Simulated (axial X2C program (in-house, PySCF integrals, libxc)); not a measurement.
# How long does HgH⁺ take?

A bond scan computed with an axial X2C code built on PySCF integrals. Basis: Hg dyall-cv3z [13s14p9d6f4g], H dyall-v3z [6s2p1d] (cores contracted in-house).

The run was started with this input:
```json
{
 "zs": [
  80,
  1
 ],
 "q": 1,
 "bas": [
  "dyall-cv3z",
  "dyall-v3z"
 ],
 "levels": [
  "PBE0",
  "HF",
  "M06"
 ],
 "cc": true,
 "r0": 1.65,
 "thr": -2.0,
 "nmax": 90,
 "npts": 10,
 "nst": 2,
 "ntry": 6
}
```
```bash
python so2c.py task.json out
```

Keys: zs atomic numbers; q charge; bas basis sets; levels methods; cc coupled cluster on or off; r0 starting distance in Å; thr threshold in hartree for freezing inner shells (an s shell follows its p shell); nmax most natural virtual spinors; npts points on the curve; nst determinants followed; ntry starts of the search. HF also brings MP2.

Hardware: 1 thread of Arm Neoverse V1, on a shared host.

Wall time of one point of each curve, integrals apart:

| Hamiltonian | level | points | seconds a point |
| --- | --- | --- | --- |
| spin-free | PBE0 | 10 | 0.26 |
| spin-free | HF | 10 | 0.17 |
| spin-free | CCSD(T) (12 electrons, 90 virtuals) | 7 | 4 |
| spin-free | M06 | 10 | 0.49 |
| 2c | PBE0 | 10 | 0.35 |
| 2c | HF | 10 | 0.28 |
| 2c | CCSD(T) (12 electrons, 90 virtuals) | 7 | 4.4 |
| 2c | M06 | 10 | 0.6 |

The rest:

Search with its distance optimisation 13 s, atoms 18 s, whole task 110 s. Coupled cluster runs on the points near the minimum only. The program drops outer points, and coupled cluster, when its time limit (not in the input) nears; MP2, further determinants and curves that did not converge are not in the table.
